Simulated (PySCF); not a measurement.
# Orbital picture of SbBr

M06-2X at R = 2.520 Å; Sb cc-pVDZ-PP with ECP28, Br cc-pVDZ-PP with ECP10; scalar-relativistic core potentials (PySCF 2.14). State: ³Σ⁻ (triplet), unpaired electrons π ↑↑. Only the outer orbitals are listed, counted within each symmetry, core potentials removing the inner ones.

| spin | orbital | occ. | ε (eV) | on Sb (%) | main shells (%) |
| --- | --- | --- | --- | --- | --- |
| α | 7σ | 1 | -23.86 | 7 | 92 Br s |
| α | 8σ | 1 | -17.24 | 86 | 86 Sb s |
| α | 9σ | 1 | -10.51 | 37 | 62 Br p, 28 Sb p |
| α | 5π | 1 | -10.04 | 21 | 79 Br p, 20 Sb p |
| α | 5π | 1 | -10.04 | 21 | 79 Br p, 20 Sb p |
| α | 6π | 1 | -7.37 | 80 | 80 Sb p, 20 Br p |
| α | 6π | 1 | -7.37 | 80 | 80 Sb p, 20 Br p |
| α | 10σ | 0 | -1.09 | 76 | 74 Sb p, 24 Br p |
| α | 11σ | 0 | 6.40 | 101 | 89 Sb s, 8 Sb d |
| α | 12σ | 0 | 8.22 | 89 | 74 Sb p, 10 Br d |
| β | 7σ | 1 | -23.64 | 5 | 94 Br s |
| β | 8σ | 1 | -14.54 | 77 | 76 Sb s, 19 Br p |
| β | 9σ | 1 | -9.94 | 44 | 56 Br p, 25 Sb p, 18 Sb s |
| β | 5π | 1 | -9.53 | 6 | 94 Br p |
| β | 5π | 1 | -9.53 | 6 | 94 Br p |
| β | 6π | 0 | -2.19 | 95 | 95 Sb p |
| β | 6π | 0 | -2.19 | 95 | 95 Sb p |
| β | 10σ | 0 | -0.56 | 83 | 78 Sb p, 18 Br p |

Q: Which are the highest filled and the lowest empty level, where do they sit, and how wide is the gap?

A: Highest filled α 6π at -7.37 eV (in %: 80 Sb p, 20 Br p); lowest empty β 6π at -2.19 eV (in %: 95 Sb p); the gap at M06-2X is 5.18 eV. Both belong to one degenerate shell, split only by its one-sided filling, so this is no excitation gap.

| Quantity | Value |
| --- | --- |
| bond order (Mayer) | 1.02 |
| ⟨S²⟩ | 2.012 |
| charge on Sb (Mulliken, basis-dependent) | 0.30 |
| charge on Sb (Löwdin, basis-dependent) | 0.23 |
| dipole moment (positive dipole means Sb(−)Br(+)) | -2.52 D |

Shares are Mulliken populations and can fall outside 0 to 100 %.

Spin–orbit coupling is left out. The state was picked by a PBE0 search and need not be the measured ground state.
